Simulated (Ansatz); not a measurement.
Consider the cleavage of the Si–B bond: `CB(Cl)[SiH2]O` + `[SiH3][SeH]` → `O[SiH2][Se][SiH3]` + `CBCl`.

Gas-phase electronic energies from Ansatz, PBE0-D4/def2-TZVP geometries. CBS: MP2 limit from def2 TZ/QZ plus the TZ coupled-cluster correction, frozen cores. Functionals use def2-TZVPP. B3LYP here is the variant with VWN-RPA as its local correlation; programs differ in this. For Se outer-core shells are correlated without core-valence functions, which leaves a few kJ/mol of doubt a bond. Scalar relativity is left out up to krypton. Each species was taken in one conformer, which may not be the lowest.

`CB(Cl)[SiH2]O`:

Z-matrix (Å, degrees):
```
C
B 1 1.552
H 1 1.092 2 114.4
H 1 1.101 2 106.7 3 118.3
H 1 1.093 2 112.2 3 -126.5
Cl 2 1.762 1 119.4 3 -20.2
Si 2 2.024 1 126.0 3 161.7
O 7 1.657 2 114.2 1 -4.6
H 7 1.495 2 108.5 1 119.5
H 7 1.486 2 109.4 1 -122.4
H 8 0.957 7 117.6 2 71.0
```

`[SiH3][SeH]`:

```xyz
6

Si   -0.386    0.414    0.106
Se    1.323   -0.622   -0.991
H    -1.626   -0.401    0.074
H    -0.596    1.684   -0.630
H    -0.030    0.698    1.519
H     1.315   -1.773   -0.078
```

`O[SiH2][Se][SiH3]`:

```xyz
10

O    -0.691    2.259    0.757
Si   -0.160    1.402   -0.537
Se    1.657    0.112   -0.052
Si    0.435   -1.797    0.167
H    -0.809    1.789    1.585
H     0.227    2.408   -1.547
H    -1.210    0.486   -1.058
H    -0.088   -2.257   -1.143
H     1.347   -2.820    0.735
H    -0.709   -1.582    1.092
```

`CBCl`:

Z-matrix (Å, degrees):
```
C
B 1 1.548
H 1 1.097 2 109.5
H 1 1.090 2 114.9 3 123.3
H 1 1.097 2 108.9 3 -114.1
Cl 2 1.750 1 121.7 3 -125.1
H 2 1.194 1 122.7 3 55.2
```

| level | ΔE (kJ/mol) | difference from CCSD(T)/CBS |
| --- | --- | --- |
| PBE-D4 | -93.3 | 9.0 |
| r2SCAN-D4 | -100.0 | 2.3 |
| PBE0-D4 | -98.1 | 4.2 |
| B3LYP-D4 | -97.5 | 4.8 |
| ωB97X-V | -97.4 | 4.9 |
| ωB97M-V | -102.7 | -0.4 |
| B2PLYP | -100.2 | 2.1 |
| PBE | -91.7 | 10.6 |
| r2SCAN | -99.9 | 2.4 |
| PBE0 | -96.7 | 5.6 |
| B3LYP | -94.6 | 7.7 |
| HF/def2-TZVPP | -104.1 | -1.8 |
| MP2/def2-TZVPP | -109.5 | -7.2 |
| SCS-MP2/def2-TZVPP | -105.2 | -2.9 |
| CCSD/def2-TZVPP | -97.9 | 4.4 |
| CCSD(T)/def2-TZVPP | -98.3 | 4.0 |
| HF/def2-QZVPP | -104.2 | -1.9 |
| MP2/def2-QZVPP | -111.9 | -9.6 |
| SCS-MP2/def2-QZVPP | -107.3 | -5.0 |
| HF/CBS(def2) | -104.2 | -1.9 |
| MP2/CBS(def2) | -113.6 | -11.3 |
| CCSD/CBS(def2) | -102.0 | 0.3 |
| CCSD(T)/CBS | -102.3 | 0 |

Largest T1 diagnostic among the species: 0.012.

From PBE to PBE0 (25 % exact exchange), in def2-TZVPP and without D4, ΔE moves by −5.0 kJ/mol.
